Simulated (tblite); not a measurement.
Species: C₆H₁₀BClO.
SMILES with atom numbers: `[CH2:1]=[CH:2][CH2:3][BH:4]/[C:5](=[CH:6]\[Cl:7])[O:8][CH3:9]` (hydrogens: H10, H11 on C1; H12 on C2; H13, H14 on C3; H15 on B4; H16 on C6; H17, H18, H19 on C9)

Computed with GFN2-xTB (tblite), gas phase: L-BFGS steps from a force-field or distance-geometry start until the largest atomic force falls under 0.01 eV/Å.

Step 38: E = -754.1672 eV
```
atom  x, y, z in Å  |  force x, y, z in eV/Å
C1      3.4251   -0.8401   -0.4189   -0.071   0.001   0.053
C2      2.2787   -0.4060    0.0763    0.057   0.101   0.019
C3      1.5652    0.8268   -0.4196   -0.104   0.026  -0.006
B4      0.2475    0.2095   -1.0178    0.002  -0.028  -0.123
C5     -1.1076    0.0602   -0.2115    0.065  -0.016  -0.027
C6     -1.4948   -1.1086    0.3049   -0.002   0.013   0.046
Cl7    -0.4780   -2.5031    0.1754    0.007   0.046  -0.053
O8     -1.8720    1.1907   -0.1481    0.020  -0.039  -0.019
C9     -3.1655    1.0766    0.3986    0.002   0.032   0.055
H10     3.9384   -0.3262   -1.2169   -0.055  -0.025   0.024
H11     3.9069   -1.7201   -0.0310    0.033  -0.041   0.006
H12     1.7798   -0.9349    0.8772    0.109   0.005   0.004
H13     2.2009    1.3162   -1.1603   -0.086  -0.005   0.051
H14     1.4006    1.5144    0.4108    0.024  -0.047   0.036
H15     0.2784   -0.2508   -2.0915   -0.004  -0.030  -0.079
H16    -2.3995   -1.2977    0.8546   -0.025  -0.058   0.004
H17    -3.6088    2.0667    0.3367   -0.017   0.074  -0.086
H18    -3.1281    0.7770    1.4474    0.007  -0.046   0.107
H19    -3.7767    0.3586   -0.1585    0.038   0.036  -0.013
```

Step 39: E = -754.1708 eV
```
atom  x, y, z in Å  |  force x, y, z in eV/Å
C1      3.4154   -0.8409   -0.4189   -0.011  -0.013   0.035
C2      2.2736   -0.4017    0.0791    0.016   0.082   0.047
C3      1.5600    0.8305   -0.4139   -0.093   0.038  -0.024
B4      0.2522    0.2047   -1.0206   -0.034  -0.028  -0.109
C5     -1.1069    0.0624   -0.2214    0.014  -0.003  -0.040
C6     -1.4933   -1.1067    0.2945   -0.004   0.020   0.047
Cl7    -0.4718   -2.4939    0.1568    0.041  -0.016  -0.044
O8     -1.8748    1.1901   -0.1630    0.030   0.006  -0.014
C9     -3.1604    1.0791    0.4029    0.011   0.028   0.056
H10     3.9271   -0.3335   -1.2210   -0.041   0.003   0.006
H11     3.8989   -1.7184   -0.0287    0.027  -0.065   0.012
H12     1.7743   -0.9300    0.8790    0.104  -0.007   0.044
H13     2.1977    1.3243   -1.1473   -0.053   0.018  -0.001
H14     1.3908    1.5146    0.4171    0.003  -0.034   0.057
H15     0.2918   -0.2753   -2.0847    0.013  -0.021  -0.095
H16    -2.3952   -1.3016    0.8453   -0.046  -0.050   0.014
H17    -3.6128    2.0657    0.3305    0.014   0.032  -0.068
H18    -3.1022    0.7922    1.4548   -0.013  -0.022   0.104
H19    -3.7741    0.3478   -0.1330    0.023   0.033  -0.029
```

Step 40: E = -754.1742 eV
```
atom  x, y, z in Å  |  force x, y, z in eV/Å
C1      3.4102   -0.8407   -0.4180    0.041  -0.018   0.008
C2      2.2718   -0.3988    0.0831   -0.013   0.040   0.060
C3      1.5524    0.8290   -0.4095   -0.053   0.048  -0.018
B4      0.2522    0.2011   -1.0249   -0.065  -0.032  -0.054
C5     -1.1064    0.0624   -0.2266   -0.059   0.005  -0.037
C6     -1.4912   -1.1060    0.2915   -0.009   0.012   0.037
Cl7    -0.4661   -2.4871    0.1402    0.067  -0.063  -0.033
O8     -1.8751    1.1889   -0.1716    0.058   0.061  -0.007
C9     -3.1561    1.0835    0.4053    0.027   0.043   0.025
H10     3.9168   -0.3386   -1.2262   -0.029   0.021  -0.005
H11     3.8996   -1.7139   -0.0258    0.011  -0.070   0.017
H12     1.7768   -0.9277    0.8841    0.089  -0.010   0.081
H13     2.1902    1.3260   -1.1377   -0.011   0.051  -0.053
H14     1.3817    1.5104    0.4227   -0.025  -0.026   0.067
H15     0.2938   -0.2863   -2.0832    0.030  -0.027  -0.140
H16    -2.3902   -1.3090    0.8441   -0.047  -0.029   0.014
H17    -3.6124    2.0687    0.3231    0.040  -0.003  -0.034
H18    -3.0888    0.8006    1.4568   -0.019   0.008   0.136
H19    -3.7690    0.3470   -0.1198   -0.033  -0.013  -0.064
```

Step 41: E = -754.1775 eV
```
atom  x, y, z in Å  |  force x, y, z in eV/Å
C1      3.4001   -0.8408   -0.4165    0.064  -0.021  -0.001
C2      2.2663   -0.3940    0.0909   -0.020  -0.004   0.052
C3      1.5431    0.8322   -0.4025    0.006  -0.002  -0.029
B4      0.2546    0.1955   -1.0326   -0.075  -0.040  -0.019
C5     -1.1068    0.0643   -0.2388   -0.112  -0.011  -0.050
C6     -1.4886   -1.1033    0.2836    0.001  -0.018   0.018
Cl7    -0.4571   -2.4793    0.1174    0.060  -0.066  -0.015
O8     -1.8766    1.1894   -0.1875    0.013   0.064   0.051
C9     -3.1498    1.0881    0.4112    0.024  -0.020   0.019
H10     3.8994   -0.3421   -1.2310   -0.016   0.025  -0.006
H11     3.8947   -1.7133   -0.0260   -0.022  -0.040   0.011
H12     1.7760   -0.9247    0.8935    0.077   0.009   0.098
H13     2.1839    1.3296   -1.1259    0.016   0.083  -0.078
H14     1.3711    1.5110    0.4314   -0.066  -0.024   0.051
H15     0.3095   -0.3109   -2.0830    0.036   0.008  -0.105
H16    -2.3852   -1.3160    0.8375   -0.024  -0.005   0.008
H17    -3.6123    2.0706    0.3128    0.064  -0.061   0.021
H18    -3.0655    0.8151    1.4685   -0.029   0.082   0.004
H19    -3.7664    0.3380   -0.0953    0.003   0.041  -0.030
```

Task: Estimate the geometry and energy of step 42. (The exact step hangs on the optimiser's Hessian estimate; all steps are aligned on step 41, rigid shifts and turns removed.)

Result: E = -754.1809 eV, largest force 0.212 eV/Å
```
atom  x, y, z in Å  |  force x, y, z in eV/Å
C1      3.4050   -0.8378   -0.4143    0.067  -0.015  -0.020
C2      2.2711   -0.3959    0.0977   -0.015  -0.045   0.027
C3      1.5328    0.8207   -0.4006    0.070  -0.012   0.004
B4      0.2449    0.1916   -1.0386   -0.065  -0.012   0.117
C5     -1.1088    0.0599   -0.2351   -0.157  -0.020  -0.021
C6     -1.4857   -1.1058    0.2951   -0.008  -0.049  -0.016
Cl7    -0.4506   -2.4791    0.1052    0.040  -0.043   0.002
O8     -1.8715    1.1891   -0.1816    0.086   0.101   0.039
C9     -3.1470    1.0959    0.4085    0.023  -0.002  -0.025
H10     3.8909   -0.3416   -1.2390   -0.010   0.015   0.010
H11     3.9116   -1.7038   -0.0218   -0.045  -0.004   0.002
H12     1.7939   -0.9281    0.9072    0.056   0.035   0.093
H13     2.1691    1.3204   -1.1261    0.040   0.099  -0.079
H14     1.3627    1.4986    0.4356   -0.088  -0.034   0.016
H15     0.2896   -0.2943   -2.0937    0.050  -0.038  -0.203
H16    -2.3795   -1.3275    0.8519    0.009   0.022  -0.005
H17    -3.6022    2.0808    0.3047    0.057  -0.044   0.061
H18    -3.0773    0.8113    1.4612   -0.010   0.107   0.084
H19    -3.7586    0.3550   -0.1086   -0.101  -0.060  -0.087
```

The energy changes by -0.0034 eV. The first-order estimate −F·Δx gives -0.0063 eV and the mean of the old and new forces, exact on a quadratic surface, -0.0034 eV. The step makes an angle of 75° with the force vector and moves no atom by more than 0.028 Å.

The cost below is that of the whole relaxation. On Arm Neoverse V2, one thread, no GPU (shared host), this took 1.9 s wall.
